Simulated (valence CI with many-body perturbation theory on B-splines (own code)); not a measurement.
Results of a calculation; reference values are marked as such.
**Basis-set convergence for Nb IX**

Level of theory: valence CI with perturbative core correlation (CI+MBPT): five valence electrons over a frozen Dirac-Fock core [Ar] 3d10, radial functions for each j: 9 s, 9 p, 8 d, 6 f, 3 g, 1 h, with the one-electron correlation potential Σ1, the two-electron term Σ2, the three-electron term Σ3, Breit, model QED; selected CI, second order for the rest, scaled by the run's own slope (own B-spline code, finite nucleus).

No measured levels were compared; by estimate levels hold to about 250 cm⁻¹ or 0.2 % of their energy and the worst to 1 %, as in measured heavy ions of charge 2 to 7; those with d or f electrons hold less well. Among the levels kept, up to 1600 cm⁻¹ of a level comes from second order outside the variational space, and about a tenth of that is noise between levels of different J, which matters for small intervals.

The reference run has the lowest level 4s2 4p3 4S°_3/2 and an ionisation energy of 158.856 eV. Its largest variational space holds 19997 state functions.

Names give the largest LS component (configuration and term), which can be under half, so a name can repeat, a term be missing and a line seem to break the LS rules; names also repeat where a configuration has a term twice.

Changed runs:
A. basis 6 s, 6 p, 5 d, 3 f, 1 g
B. basis 5 s, 5 p, 4 d, 2 f

Excitation energies of the reference run in cm⁻¹, and shifts in cm⁻¹:

```
                 Level  Reference       A       B
       4s2 4p3 2D°_3/2      25026    +150    +569
       4s2 4p3 2D°_5/2      32181    +158    +592
       4s2 4p3 2P°_1/2      50893    +203    +774
       4s2 4p3 2P°_3/2      62833    +179    +691
         4s 4p4 4P_5/2     206232     -15     +65
         4s 4p4 4P_3/2     218620     -23     +43
         4s 4p4 4P_1/2     222756     -12     +76
         4s 4p4 2D_3/2     253738    +117    +505
         4s 4p4 2D_5/2     257595    +117    +505
         4s 4p4 2S_1/2     289583    +213    +821
         4s 4p4 2P_3/2     292280    +115    +465
         4s 4p4 2P_1/2     311853    +155    +626
Ionisation energy (eV)    158.856  -0.024  -0.075
```
